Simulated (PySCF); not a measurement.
I: electron affinity

I⁻ [Xe] (1S) → I [Kr] 4d10 5s2 5p5 (2P), as a difference of total energies. Computed with PySCF 2.14 in aug-cc-pV5Z-PP with ECP28MDF (8s8p6d4f3g2h, 139 functions), with a scalar-relativistic core potential. Correlated levels: valence: 4s2 4p6 4d10 frozen. The calculations carry no spin-orbit coupling.

```json
{"method": "UHF", "electron affinity (eV)": "2.293", "difference from reference (eV)": "-0.766"}
{"method": "LDA", "electron affinity (eV)": "3.504", "difference from reference (eV)": "+0.445"}
{"method": "PBE", "electron affinity (eV)": "3.244", "difference from reference (eV)": "+0.185"}
{"method": "PBE0", "electron affinity (eV)": "3.233", "difference from reference (eV)": "+0.174"}
{"method": "r2SCAN", "electron affinity (eV)": "3.254", "difference from reference (eV)": "+0.195"}
{"method": "BHandHLYP", "electron affinity (eV)": "3.142", "difference from reference (eV)": "+0.083"}
{"method": "B2PLYP", "electron affinity (eV)": "3.250", "difference from reference (eV)": "+0.191"}
{"method": "B3LYP", "electron affinity (eV)": "3.304", "difference from reference (eV)": "+0.245"}
{"method": "MP2 (valence)", "electron affinity (eV)": "3.328", "difference from reference (eV)": "+0.269"}
{"method": "SCS-MP2 (valence)", "electron affinity (eV)": "3.281", "difference from reference (eV)": "+0.222"}
```

Reference: 3.059 eV (measured; photodetachment measurements, as compiled on the Wikipedia data page of electron affinities).

The reference lies between the lowest fine-structure levels, while these numbers refer to the centres of the terms.
